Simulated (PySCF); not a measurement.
PySCF input for Ge(H)2(Et)(OH) (C2H8GeO), SMILES C[CH2][GeH2][OH], IEF-PCM-ωB97X/def2-SVP. The structure is a stationary point at PBE-D3(BJ)/def2-SVP. This is a generated structure with no PubChem entry under its InChIKey; it may be hypothetical. Other conformers were not sampled.

```python
import numpy as np
from pyscf import gto, scf, dft
from pyscf.solvent import pcm

mol = gto.M(
    atom='''
    Ge    0.52736696    0.40977194    0.17919910
    O     1.33976447   -1.15904823   -0.22374145
    C    -1.30612895    0.40268391   -0.54874034
    C    -2.11968059   -0.80758423   -0.08141643
    H     1.42448082    1.47826062   -0.49482693
    H     0.49743743    0.59247097    1.73097116
    H     1.04552315   -1.86081755    0.38444141
    H    -1.21413199    0.41827846   -1.65508299
    H    -1.79174633    1.35856598   -0.25658175
    H    -2.25410365   -0.81243907    1.02082902
    H    -3.13221972   -0.82897402   -0.53513654
    H    -1.61424082   -1.75625975   -0.35811228
    ''',
    basis='def2-SVP',
    charge=0,
    spin=0,
    max_memory=1600,
    verbose=3,
)
mf = dft.RKS(mol, xc='wb97x').density_fit(auxbasis='def2-universal-jkfit')
mf.grids.level = 3
mf.conv_tol = 1e-9
mf.max_cycle = 100
mf.kernel()
res = {}
for name, eps in {'water': 78.355, 'ethanol': 24.852, 'chloroform': 4.7113}.items():
    s = mf.PCM()
    s.with_solvent.method, s.with_solvent.eps, s.with_solvent.lebedev_order = 'IEF-PCM', eps, 29
    s.kernel(mf.make_rdm1())
    res[name] = (s.e_tot, eps, s.dip_moment(), s.mo_energy, s.converged)
    print(f'{name}: electrostatic solvation free energy {(s.e_tot - mf.e_tot) * 627.509474:.3f} kcal/mol')
```

Program output:

```
converged SCF energy = -2232.89584939783

WARN: PCM is an experimental feature. It is still in testing.
Features and APIs may be changed in the future.

converged SCF energy = -2232.90316752839
Dipole moment(X, Y, Z, Debye): -2.09263,  0.13792,  1.16189
water: electrostatic solvation free energy -4.592 kcal/mol

WARN: PCM is an experimental feature. It is still in testing.
Features and APIs may be changed in the future.

converged SCF energy = -2232.9028211589
Dipole moment(X, Y, Z, Debye): -2.07505,  0.13939,  1.14411
ethanol: electrostatic solvation free energy -4.375 kcal/mol

WARN: PCM is an experimental feature. It is still in testing.
Features and APIs may be changed in the future.

converged SCF energy = -2232.90094599985
Dipole moment(X, Y, Z, Debye): -1.97850,  0.14376,  1.05809
chloroform: electrostatic solvation free energy -3.198 kcal/mol
```

The calculation finished and met its thresholds.

Cost: about 2.5 core-minutes (a rough figure).
